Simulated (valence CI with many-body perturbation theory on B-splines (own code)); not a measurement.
# Tm XXX: M1 decay

Computed by relativistic CI+MBPT: four valence electrons over a frozen Dirac-Fock core [Kr], radial functions for each j: 7 s, 7 p, 8 d, 6 f, 4 g, 1 h, with the one-electron correlation potential Σ1 (screened to all orders), the two-electron term Σ2, the three-electron term Σ3, Breit, model QED; selected single and double excitations, second order for the rest, scaled by the run's own slope (own B-spline code, finite nucleus).

No measured spectrum was set against this ion. As an estimate, large intervals hold to a few tenths of a per cent, small ones and those within an open d or f shell to about a per cent. The list stops below the first excitations out of the core.

Lines 51 to 100 of 120 in falling wavelength, among levels below 884240 cm⁻¹, chosen from the decays that carry over 1 % of a level's rate. Wavelengths and rates use the calculated energies. Weak lines are less certain than strong ones. Lines between different terms over intervals too small for the method are left out, as are lines whose strength nearly cancels. The highest levels of a list are the least certain. Branching is blank where the lifetime is uncertain.

Levels are named by their leading jj configuration (3d3/2^4 stands for four electrons in 3d with j = 3/2), which in mixed levels can hold well under half, so a name can repeat and another be missing. Letters in brackets count levels of one name in rising energy.

| λ vac (nm) | Upper | Lower | Type | A (s⁻¹) | Branch % |
| --- | --- | --- | --- | --- | --- |
| 99.00 | (4d3/2 4d5/2^3) J=2 [a] | (4d3/2^2 4d5/2^2) J=2 [b] | M1 | 6.39e+03 | 19.0 |
| 98.42 | (4d3/2 4d5/2^3) J=5 | (4d3/2^2 4d5/2^2) J=5 | M1 | 5.06e+03 | 29.3 |
| 98.26 | (4d3/2^2 4d5/2^2) J=4 [b] | (4d3/2^3 4d5/2) J=3 | M1 | 2.43e+03 | 81.4 |
| 97.66 | (4d3/2^2 4d5/2^2) J=3 [b] | (4d3/2^3 4d5/2) J=3 | M1 | 1.30e+03 | 12.8 |
| 96.70 | (4d3/2 4d5/2^3) J=2 [a] | (4d3/2^2 4d5/2^2) J=3 [b] | M1 | 8.94e+03 | 26.6 |
| 96.68 | (4d3/2 4d5/2^3) J=3 [c] | (4d3/2^2 4d5/2^2) J=4 [c] | M1 | 6.59e+03 |  |
| 96.64 | (4d3/2 4d5/2^3) J=4 [a] | (4d3/2^2 4d5/2^2) J=3 [a] | M1 | 7.30e+03 | 27.6 |
| 95.98 | (4d3/2 4d5/2^3) J=3 [a] | (4d3/2^2 4d5/2^2) J=2 [a] | M1 | 1.90e+04 | 51.6 |
| 95.43 | (4d3/2^2 4d5/2^2) J=2 [b] | (4d3/2^3 4d5/2) J=3 | M1 | 5.00e+01 | 1.2 |
| 94.63 | (4d3/2 4d5/2^3) J=3 [b] | (4d3/2^2 4d5/2^2) J=2 [b] | M1 | 4.20e+03 |  |
| 94.48 | (4d3/2 4d5/2^3) J=6 | (4d3/2^2 4d5/2^2) J=5 | M1 | 8.64e+03 | 55.2 |
| 93.23 | (4d3/2^2 4d5/2^2) J=2 [a] | (4d3/2^3 4d5/2) J=1 | M1 | 1.83e+04 | 80.0 |
| 92.52 | (4d3/2 4d5/2^3) J=3 [b] | (4d3/2^2 4d5/2^2) J=3 [b] | M1 | 8.63e+03 |  |
| 92.25 | (4d3/2 4d5/2^3) J=4 [a] | (4d3/2^2 4d5/2^2) J=4 [a] | M1 | 1.73e+04 | 65.4 |
| 92.00 | (4d3/2 4d5/2^3) J=3 [b] | (4d3/2^2 4d5/2^2) J=4 [b] | M1 | 3.04e+03 |  |
| 91.98 | (4d3/2 4d5/2^3) J=3 [c] | (4d3/2^2 4d5/2^2) J=2 [c] | M1 | 5.43e+03 |  |
| 91.87 | (4d3/2^2 4d5/2^2) J=2 [d] | (4d3/2^2 4d5/2^2) J=3 [a] | M1 | 1.22e+02 | 3.8 |
| 91.67 | (4d3/2 4d5/2^3) J=1 [b] | (4d3/2^2 4d5/2^2) J=2 [c] | M1 | 7.92e+03 | 25.5 |
| 91.47 | (4d3/2 4d5/2^3) J=4 [b] | (4d3/2^2 4d5/2^2) J=4 [c] | M1 | 8.44e+03 | 28.5 |
| 91.13 | (4d3/2 4d5/2^3) J=0 | (4d3/2^2 4d5/2^2) J=1 | M1 | 1.64e+04 |  |
| 90.69 | (4d3/2^2 4d5/2^2) J=4 [b] | (4d3/2^3 4d5/2) J=4 | M1 | 1.31e+02 | 4.4 |
| 90.18 | (4d3/2^2 4d5/2^2) J=3 [b] | (4d3/2^3 4d5/2) J=4 | M1 | 8.15e+03 | 80.7 |
| 88.50 | (4d3/2^2 4d5/2^2) J=2 [d] | (4d3/2^2 4d5/2^2) J=2 [a] | M1 | 1.05e+02 | 3.3 |
| 87.79 | (4d3/2^2 4d5/2^2) J=3 [b] | (4d3/2^3 4d5/2) J=2 | M1 | 4.69e+02 | 4.6 |
| 85.98 | (4d3/2^2 4d5/2^2) J=2 [b] | (4d3/2^3 4d5/2) J=2 | M1 | 2.33e+03 | 57.6 |
| 85.21 | (4d5/2^4) J=4 | (4d3/2 4d5/2^3) J=4 [a] | M1 | 1.92e+04 | 35.7 |
| 85.11 | (4d3/2 4d5/2^3) J=1 [a] | (4d3/2^2 4d5/2^2) J=2 [a] | M1 | 1.75e+04 | 35.5 |
| 84.86 | (4d3/2 4d5/2^3) J=2 [a] | (4d3/2^2 4d5/2^2) J=1 | M1 | 5.46e+03 | 16.2 |
| 83.46 | (4d3/2 4d5/2^3) J=5 | (4d3/2^2 4d5/2^2) J=4 [a] | M1 | 2.65e+03 | 15.4 |
| 81.92 | (4d3/2 4d5/2^3) J=2 [b] | (4d3/2^2 4d5/2^2) J=2 [c] | M1 | 7.80e+03 | 32.0 |
| 79.41 | (4d3/2 4d5/2^3) J=1 [a] | (4d3/2^2 4d5/2^2) J=0 [a] | M1 | 1.84e+04 | 37.5 |
| 72.41 | (4d3/2^2 4d5/2^2) J=2 [c] | (4d3/2^3 4d5/2) J=3 | M1 | 1.95e+04 | 76.3 |
| 72.31 | (4d3/2 4d5/2^3) J=2 [a] | (4d3/2^2 4d5/2^2) J=3 [a] | M1 | 9.90e+03 | 29.4 |
| 70.22 | (4d3/2 4d5/2^3) J=1 [b] | (4d3/2^2 4d5/2^2) J=2 [b] | M1 | 7.20e+02 | 2.3 |
| 69.95 | (4d3/2 4d5/2^3) J=3 [b] | (4d3/2^2 4d5/2^2) J=3 [a] | M1 | 2.91e+03 |  |
| 69.74 | (4d3/2^2 4d5/2^2) J=4 [c] | (4d3/2^3 4d5/2) J=3 | M1 | 5.37e+03 | 39.7 |
| 68.94 | (4d3/2 4d5/2^3) J=3 [c] | (4d3/2^2 4d5/2^2) J=4 [b] | M1 | 8.43e+02 |  |
| 67.98 | (4d3/2 4d5/2^3) J=3 [b] | (4d3/2^2 4d5/2^2) J=2 [a] | M1 | 5.54e+02 |  |
| 67.62 | (4d3/2 4d5/2^3) J=3 [b] | (4d3/2^2 4d5/2^2) J=4 [a] | M1 | 3.52e+03 |  |
| 67.25 | (4d3/2^2 4d5/2^2) J=2 [b] | (4d3/2^3 4d5/2) J=1 | M1 | 1.15e+03 | 28.3 |
| 66.83 | (4d3/2^2 4d5/2^2) J=2 [c] | (4d3/2^3 4d5/2) J=2 | M1 | 4.85e+03 | 18.9 |
| 66.53 | (4d3/2 4d5/2^3) J=4 [b] | (4d3/2^2 4d5/2^2) J=3 [b] | M1 | 6.67e+03 | 22.5 |
| 64.36 | (4d3/2 4d5/2^3) J=2 [b] | (4d3/2^2 4d5/2^2) J=2 [b] | M1 | 8.84e+02 | 3.6 |
| 64.21 | (4d3/2^2 4d5/2^2) J=0 [b] | (4d3/2^2 4d5/2^2) J=1 | M1 | 7.73e+03 |  |
| 63.38 | (4d3/2 4d5/2^3) J=2 [b] | (4d3/2^2 4d5/2^2) J=3 [b] | M1 | 2.73e+03 | 11.2 |
| 62.80 | (4d3/2 4d5/2^3) J=1 [b] | (4d3/2^2 4d5/2^2) J=1 | M1 | 3.99e+03 | 12.8 |
| 59.68 | (4d3/2 4d5/2^3) J=3 [a] | (4d3/2^3 4d5/2) J=3 | M1 | 4.75e+02 | 1.3 |
| 58.49 | (4d3/2 4d5/2^3) J=4 [a] | (4d3/2^3 4d5/2) J=3 | M1 | 4.76e+02 | 1.8 |
| 58.17 | (4d3/2 4d5/2^3) J=4 [b] | (4d3/2^2 4d5/2^2) J=5 | M1 | 1.03e+04 | 34.7 |
| 58.07 | (4d3/2 4d5/2^3) J=2 [b] | (4d3/2^2 4d5/2^2) J=1 | M1 | 4.13e+03 | 17.0 |
